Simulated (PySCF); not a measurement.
CH₇FGeSi.
SMILES with atom numbers: `[F:1][CH2:2][SiH2:3][GeH3:4]` (hydrogens: H5, H6 on C2; H7, H8 on Si3; H9, H10, H11 on Ge4)

Level of theory: PySCF 2.14.0, PBE0-D3(BJ)/def2-SVP geometry optimisation, gas phase.

(1) List the bond lengths, angles and torsions at this level.

Answers

(1) 
```tsv
bond	length (Å)	order
F1–C2	1.383	single
C2–Si3	1.922	single
Si3–Ge4	2.379	single
C2–H5, C2–H6	1.104	single
Si3–H7, Si3–H8	1.496	single
Ge4–H9, Ge4–H10, Ge4–H11	1.539	single
```

Bonds in one row agree within 0.01 Å and their mean is given. Orders are formal, as drawn. A selection of angles:
```tsv
angle	degrees
F1–C2–Si3	110.2
F1–C2–H5	108.6
Si3–C2–H5	111.1
H5–C2–H6	107.4
C2–Si3–Ge4	105.7
C2–Si3–H7	110.4
Ge4–Si3–H7	111.3
H7–Si3–H8	107.8
Si3–Ge4–H9	110.1
H9–Ge4–H10	108.5
```

Dihedral angles: F1–C2–Si3–Ge4 -6° (synperiplanar). The mirror-image conformer, all signs reversed, is as good.

Si3 (SiH2 silicon) is distorted tetrahedral (angles from 105.7° to 111.6°). Ge4 (germanium bonded to Si and 3 H) is tetrahedral (angles from 108.5° to 110.5°).

Point group: near Cs, missed by 0.19 Å at most; the miss may be what the optimiser left on a soft mode. No frequency check. The numbers are those of one conformer.

Time: 23 s. Hardware: one thread, Arm Neoverse V1, shared host. This is the geometry optimisation.
